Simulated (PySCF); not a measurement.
# Reading the logs of faulty runs: BH3O2Si

These are calculations, not measurements. The program is PySCF 2.14.0, an open-source quantum chemistry code, run on an isolated molecule that a program drew, which may never have been made. The molecule is BH3O2Si (charge 0, singlet), drawn as the SMILES string `O=B[SiH2]O`.

Each row is a Hartree-Fock (HF) and frozen-core CCSD(T) single point in the cc-pV(D+d)Z basis, meant for a local HF minimum. Run 1 is clean. Each other run has one planted mistake out of seven kinds, and not every kind appears here: one electron removed, one electron added, multiplicity raised by two, geometry at a saddle point, minimal basis STO-3G, one bond length entered in bohr, all coordinates scaled. The reference is restricted for singlets and unrestricted otherwise, and also for a bond in bohr. Adding or removing an electron swaps singlet and doublet. Electrons count all cores. HOMO and LUMO are orbital energies over both spins, the gradient is its largest component, and the lowest frequency (negative if imaginary) is given only where the gradient is small. Bond lengths are over the 6 bonds as drawn. T1 is the CCSD diagnostic: over 0.02 (restricted) or 0.045 (unrestricted) a single reference is doubtful.

Geometry of the clean run:
```xyz
7
BH3O2Si, angstrom
O    -2.9348   -3.0392    0.5284
B    -2.5390   -1.9627    0.2240
Si   -1.8853   -0.1177   -0.3071
O    -2.2231    0.9755    0.8716
H    -2.5372    0.2158   -1.5886
H    -0.4247   -0.1632   -0.4535
H    -3.1173    1.1808    1.1001
```

| run | electrons | basis functions | <S^2> | HOMO (eV) | LUMO (eV) | gradient (hartree/bohr) | lowest frequency (cm^-1) | mean bond (Å) | longest bond (Å) | T1 | HF (hartree) | CCSD(T) (hartree) | mistake |
|---|---|---|---|---|---|---|---|---|---|---|---|---|---|
| 1 | 38 | 80 | 0.000 | -13.01 | 2.30 | 3.4e-05 | 154 | 1.4579 | 2.028 | 0.0175 | -465.19464 | -465.78055 | no fault |
| 2 | 38 | 80 | 0.000 | -13.06 | 2.59 | 1.4e-01 | - | 1.3807 | 1.921 | 0.0154 | -465.16799 | -465.74318 | all coordinates scaled |
| 3 | 38 | 80 | 0.819 | -9.80 | 0.98 | 1.0e-02 | - | 1.6768 | 2.789 | 0.0464 | -465.08017 | -465.65802 | one bond length entered in bohr |
| 4 | 38 | 27 | 0.000 | -9.42 | 9.50 | 5.7e-02 | - | 1.4579 | 2.028 | 0.0175 | -459.46441 | -459.68997 | ? |

**Which mistake was planted in run 4, and what did it cost?**

It has 27 basis functions where the clean run has 80, with the same electrons and geometry. So the mistake is: minimal basis STO-3G. Subtracting run 1 and multiplying by 627.51 kcal/mol a hartree, the energy moved by 3595.8 kcal/mol in HF and 3821.9 kcal/mol in CCSD(T).

Cautions from the logs. Run 3: T1 is over the limit, so its CCSD(T) energy is less reliable.
